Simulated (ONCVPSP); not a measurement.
Building the ONCV potential for K (Z = 19) (PBE, scalar-relativistic).

ONCVPSP 4.0.1 input, shortened (lines: element, Z, core and valence counts, functional; n l f; lmax; l rc ep ncon nbas qcut; lloc lpopt rc5 dvloc0; l nproj debl; icmod fcfact rcfact), PBE, scalar-relativistic:

```
  K 19.00    3    3        4      upf
    1    0    2.00
    2    0    2.00
    2    1    6.00
    3    0    2.00
    3    1    6.00
    4    0    1.00
    3
    0    1.75    0.00    4    8    7.60
    1    1.85    0.00    4    8    7.00
    2    1.95    0.06    4    8    5.10
    3    1.90    0.07    5    9    6.60
    4    5    1.60    4.00
    0    2    0.30
    1    2    3.90
    2    2    1.50
    3    2    0.80
    0    0.00    0.00
```

All-electron outer shells of the reference configuration (PBE, scalar-relativistic, ld1.x):

```json
{"shell": "2p", "level (eV)": "-280.12", "outermost node (bohr)": "–", "outermost maximum (bohr)": "0.26"}
{"shell": "3s", "level (eV)": "-35.34", "outermost node (bohr)": "0.48", "outermost maximum (bohr)": "1.08"}
{"shell": "3p", "level (eV)": "-18.81", "outermost node (bohr)": "0.45", "outermost maximum (bohr)": "1.15"}
{"shell": "4s", "level (eV)": "-2.32", "outermost node (bohr)": "1.59", "outermost maximum (bohr)": "4.18"}
```

Question: Estimate the cutoffs (Ha) at which the residual kinetic energy of the hardest occupied pseudo-wave falls to 1 and 0.1 mHa per electron.

Answer: 18 Ha and 22 Ha.

Question: Does the potential have ghost states?

Answer: No bound ghost flagged; GHOST(+) flags only above 600 eV.

Question: Which valence shell sets the plane-wave cutoff?

Answer: 3s: 18 Ha for 1 mHa per electron, against 13 Ha for 4s.

Question: Tests: 3s2 3p6 4s0; 3s2 3p6 4s0.5; 3s2 3p6 4s0 4p1; 3s2 3p5 4s1. Which has the largest error in its energy relative to the reference configuration, and how large is it?

Answer: 3s2 3p5 4s1, with -1.9 meV (all-electron minus pseudo) on +24.93 eV.
